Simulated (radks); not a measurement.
All-electron atom: Ga10+ in [Ne] 3s2 3p(1/2: 2, 3/2: 3) 3d(3/2: 4, 5/2: 0) (not the ground configuration). Calculated with a radial shooting solver on a logarithmic mesh with Libxc functionals: Dirac Kohn-Sham, BLYP, spin-unpolarised, spherical densities, finite nucleus; Fermi nuclear charge, rms radius 3.9973 fm.

Spin-orbit splittings of the eigenvalues, e(l+1/2) - e(l-1/2), with zeta = 2 splitting/(2l+1) and mean radii in bohr:

| shell | occ. | splitting (eV) | zeta (eV) | <r> j=l-1/2 | <r> j=l+1/2 |
|---|---|---|---|---|---|
| 2p | 6 | 27.75 | 18.50 | 0.1879 | 0.1914 |
| 3p | 5 | 4.565 | 3.044 | 0.6032 | 0.6105 |
| 3d | 4 | 0.7741 | 0.3096 | 0.5883 | 0.5905 |
